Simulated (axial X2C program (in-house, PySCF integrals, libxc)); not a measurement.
# Estimating the spin–orbit splitting of the π levels of CaF⁻

Computed with an in-house relativistic program for diatomic molecules. Spin-free means the one-electron spin-free X2C Hamiltonian; two-component (2c) means X2C with spin–orbit coupling and atomic mean-field two-electron Coulomb and Gaunt terms, so the difference of the two also holds small scalar two-electron terms. Basis: Ca dyall-av4z [13s13p7d6f4g], F dyall-av4z [8s7p4d3f2g] (cores contracted in-house); Gaussian nuclei, density fitting, unrestricted open shells. Masses: Ca 39.963 u, F 18.998 u.

Hartree–Fock at 1.999 Å, closed shell. Valence p splittings ε(p3/2) − ε(p1/2) of spherical Dirac–Hartree–Fock atoms with fractionally filled p shells: F 2p 0.072 eV.

```
filled π level (eV), spin-free  F p share  Ca p share
                        -10.51       0.89      < 0.02
```

Q: In first order a p shell splits by 3ζ/2 and a π orbital by ζ. Estimate the splitting of each π level from the shares.

A: level -10.51 eV: (2/3) × (0.89 × 0.072) = 0.04 eV.

The two-component Hartree–Fock calculation gives:

```json
{"ε(ω = 1/2) (eV)": "-10.529", "σ share of it": "0.01", "ε(ω = 3/2) (eV)": "-10.485", "splitting (eV)": "0.04", "estimate (eV)": "0.04"}
```

The estimate leaves out the mixing of π1/2 with σ1/2 levels, which pushes the ω = 1/2 spinor up or down, the d and f parts of the orbital, small shares of the strongly split outer-core p shell of a metal, the Gaunt term (absent from the atomic values), and the change of the atomic p orbitals with charge; Löwdin shares depend on the basis.
